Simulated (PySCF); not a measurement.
Species: C₇H₁₂.
Bonds: C1–C2 (triple), C2–C3, C3–C4, C4–C5, C4–C6, C4–C7. Hydrogens: H8 on C1; H9, H10 on C3; H11, H12, H13 on C5; H14, H15, H16 on C6; H17, H18, H19 on C7.

The closed-shell SCF was solved with PySCF and density fitting under several settings on one GFN2-xTB geometry (grid level 2 and gas phase unless stated).

| settings | basis functions | SCF cycles | E (Eh) | HOMO (eV) | LUMO (eV) | dipole (D) |
| --- | --- | --- | --- | --- | --- | --- |
| PBE0/pcSseg-1 | 179 | 14 | -273.5311 | -7.67 | 1.06 | 0.70 |
| PBE0/def2-SVPD | 236 | 14 | -273.3821 | -7.69 | 0.58 | 0.71 |
| PBE0/6-311G** | 198 | 14 | -273.6330 | -7.60 | 1.08 | 0.66 |
| PBE/cc-pVDZ, fitting basis def2-qzvpp-jkfit, level shift 0.3 Eh | 158 | 11 | -273.5196 | -6.25 | 0.39 | 0.67 |
| HCTH407/6-31G*, IEF-PCM methanol | 122 | 14 | -273.9023 | -6.33 | 0.60 | 0.97 |

Estimate the rows for these settings: (1) HF/6-311G**, grid level 3, fitting basis def2-universal-jkfit; (2) OPBE/6-311G**, level shift 0.2 Eh; (3) PBE0/6-31G, energy threshold 1e-07 Eh, level shift 0.3 Eh.

| settings | basis functions | SCF cycles | E (Eh) | HOMO (eV) | LUMO (eV) | dipole (D) |
| --- | --- | --- | --- | --- | --- | --- |
| HF/6-311G**, grid level 3, fitting basis def2-universal-jkfit | 198 | 11 | -272.0700 | -10.32 | 3.99 | 0.63 |
| OPBE/6-311G**, level shift 0.2 Eh | 198 | 10 | -273.8494 | -6.30 | 0.42 | 0.71 |
| PBE0/6-31G, energy threshold 1e-07 Eh, level shift 0.3 Eh | 87 | 8 | -273.4996 | -7.44 | 1.78 | 0.60 |

Over all rows, what range does the HOMO–LUMO gap span?

From 6.64 eV (PBE/cc-pVDZ, fitting basis def2-qzvpp-jkfit, level shift 0.3 Eh) to 14.31 eV (HF/6-311G**, grid level 3, fitting basis def2-universal-jkfit). The functional of the narrowest has no exact exchange, that of the widest 100 % exact exchange.

Compare two rows with the functional PBE0: PBE0/6-31G, energy threshold 1e-07 Eh, level shift 0.3 Eh and PBE0/def2-SVPD. Which energy is lower, and by how much?

PBE0/6-31G, energy threshold 1e-07 Eh, level shift 0.3 Eh (87 functions) lies 0.1175 Eh or 74 kcal/mol below PBE0/def2-SVPD (236 functions). The smaller set gives the lower energy; the two sets aren't nested, so the variational bound doesn't order them by size.

Cycle counts include a coarse-grid stage where the run had one. All basis functions are spherical, in the Pople sets too. The species at its GFN2-xTB geometry.

Conformer computed: `[CH:1]#[C:2][CH2:3][C:4]([CH3:5])([CH3:6])[CH3:7]`: C2–C3–C4–C5 60°.
